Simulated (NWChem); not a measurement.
System: ScN2H5O; SMILES [NH2][Sc]([NH2])[OH]

```xyz
9

Sc    -0.0904     0.0004     0.0000
O     -1.9580     0.0072     0.0000
H     -2.9246     0.0248     0.0000
N      0.9241    -1.7135     0.0000
H      0.5523    -2.6712     0.0000
H      1.9490    -1.8002     0.0000
N      0.9434     1.7030     0.0000
H      1.9692     1.7786     0.0000
H      0.5822     2.6647     0.0000
```
Atoms are numbered in this order, from 1.

Computed with NWChem. Structure relaxed at the PBE-D3(BJ)/def2-SVP level. No frequency run checked for a minimum. Vzz is the largest principal value of the second derivative of the potential at the nucleus (NWChem prints the opposite sign); η is the asymmetry. Non-relativistic.

For level B3LYP/def2-TZVP:

```
Quantity        Result
--------------  ------
Vzz Sc1 (a.u.)   1.245
η Sc1             0.30
Vzz O2 (a.u.)    1.287
Vzz N7 (a.u.)    0.622
```

Question: How do the values read with level B3LYP/def2-SVP instead?

Answer: 
| Property | Result |
|---|---|
| Vzz Sc1 (a.u.) | 0.970 |
| η Sc1 | 0.47 |
| Vzz O2 (a.u.) | 1.389 |
| Vzz N7 (a.u.) | -0.670 |
